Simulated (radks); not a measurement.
These are the eigenvalues of the occupied orbitals of an atom or ion with whole-number occupations (hartree). All-electron calculation, Dirac Kohn-Sham, PBE, spin-unpolarised, spherical densities, finite nucleus; Fermi nuclear charge, rms radius of each element as measured or else 0.836 A^(1/3) + 0.57 fm. Program: a radial shooting solver on a logarithmic mesh with Libxc functionals.

| orbital | eigenvalue |
|---|---|
| 1s1/2 | -0.23860 |

Which element is it, and in what charge state? The configuration may be excited. Open shells, if any, fill j = l - 1/2 first.

Answer. Z = 1, hydrogen, charge 0: H in 1s1. The 1s level, -0.2386 hartree, gives Z - s = 0.7 by -(Z - s)^2/2, which with screening and relativity narrows Z to a few neighbours, and the depths must fix Z and the occupations together.
